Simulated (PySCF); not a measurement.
Al(F)(Et)(NH2) (C₂H₇AlFN), SMILES [Al]([NH2])([F])[CH2]C.

Geometry optimised at B3LYP-D3(BJ)/def2-SVP. The structure was generated by enumeration; whether it is a known compound was not checked. The values are those of a single conformer.

Computed with PySCF with IEF-PCM-B3LYP/def2-SVP.

The values are the electrostatic part of the solvation free energy, E(continuum) − E(gas) at the gas-phase geometry, in a cavity of scaled van der Waals radii (PySCF's table); cavitation and dispersion terms are not included. A continuum can't describe solvent molecules that bind to the metal. In vacuum the orbital gap is 7.00 eV. The dipole moment in vacuum is 2.22 D.

Computed values in water (ε = 78.36), acetone (ε = 20.49), ethylethanoate (ε = 5.99):
```
solvent             ε  ΔG(elec) (kcal/mol)  dipole (D)  gap (eV)
--------------  -----  -------------------  ----------  --------
water           78.36                 -5.6        2.56      7.01
acetone         20.49                 -5.3        2.54      7.00
ethylethanoate   5.99                 -4.3        2.49      7.00
```
